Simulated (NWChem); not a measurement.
Molecule: C$_{4}$H$_{7}$Cl; SMILES C=CCCCl

```xyz
12

C      0.2534     2.8999     0.3577
C     -0.2798     1.8744    -0.3076
C      0.3262     0.5087    -0.4149
C     -0.5607    -0.5490     0.2220
Cl     0.1241    -2.1892     0.0213
H     -0.2407     3.8743     0.3972
H      1.2105     2.8055     0.8818
H     -1.2413     2.0177    -0.8183
H      0.4737     0.2428    -1.4761
H      1.3188     0.4879     0.0619
H     -1.5620    -0.5623    -0.2323
H     -0.6750    -0.3747     1.3009
```
Atoms are numbered in this order, from 1.

Computed with NWChem. The geometry was optimised at PBE0/def2-SVP. No frequency run checked for a minimum. Level: M05-2X/def2-SVP with SMD (1 M gas to 1 M solution), gas-phase geometry.

Predict the results for solvent water. Quantities: solvation free energy (kcal/mol); cavity-dispersion-structure term (kcal/mol); dipole in solution (D).


```yaml
solvation free energy (kcal/mol): -0.8
cavity-dispersion-structure term (kcal/mol): 3.2
dipole in solution (D): 2.23
```
